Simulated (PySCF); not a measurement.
Compound: 4-methoxystyrene, C9H10O.
Numbering: `[CH2:1]=[CH:2][c:3]1[cH:4][cH:5][c:6]([O:7][CH3:8])[cH:9][cH:10]1` (hydrogens: H11, H12 on C1; H13 on C2; H14 on C4; H15 on C5; H16, H17, H18 on C8; H19 on C9; H20 on C10)

The calculation used PySCF 2.14.0, PBE0-D3(BJ)/def2-SVP geometry optimisation, gas phase.

List the bond lengths, angles and torsions at this level.

```
                  bond  length (Å)
                 C1=C2       1.339
                 C2–C3       1.466
         C3–C4, C3–C10       1.404
         C4–C5, C9–C10       1.388
          C5–C6, C6–C9       1.401
                 C6–O7       1.347
                 O7–C8       1.399
                C1–H11       1.094
                C1–H12       1.092
                C2–H13       1.096
       C4–H14, C10–H20       1.093
        C5–H15, C9–H19       1.091
C8–H16, C8–H17, C8–H18       1.102
```

Bonds in one row agree within 0.01 Å and their mean is given. A selection of angles:
```
    angle  degrees
 C1–C2–C3    127.7
 C2–C3–C4    119.4
C2–C3–C10    123.4
C4–C3–C10    117.2
 C3–C4–C5    121.8
 C4–C5–C6    120.1
 C5–C6–O7    116.4
 C5–C6–C9    119.2
 O7–C6–C9    124.4
 C6–O7–C8    118.9
```

Torsions: C1–C2–C3–C4 180° (antiperiplanar); C5–C6–O7–C8 180° (antiperiplanar).

The 8 C–C bonds span 1.339 Å (C1=C2, drawn double) to 1.466 Å (C2–C3, drawn single), a spread of 0.127 Å. The 6-membered ring C3–C4–C5–C6–C9–C10 has internal angles of 117.2° to 121.8°; it is planar, 0.00 Å rms from its mean plane, widest ring torsion 0°. The C–O distances run from 1.347 Å (C6–O7, drawn single) to 1.399 Å (O7–C8, drawn single), a spread of 0.052 Å. Of the pairs four or more bonds apart, C8···H19 is among the closest relative to their van der Waals radii: 2.53 Å, 87 % of the sum of Bondi's values. The 10 heavy atoms lie in one plane (0.003 Å rms).

Point group: Cs (tolerance 0.08 Å). Stationary, but not proved a minimum. The numbers are those of one conformer.
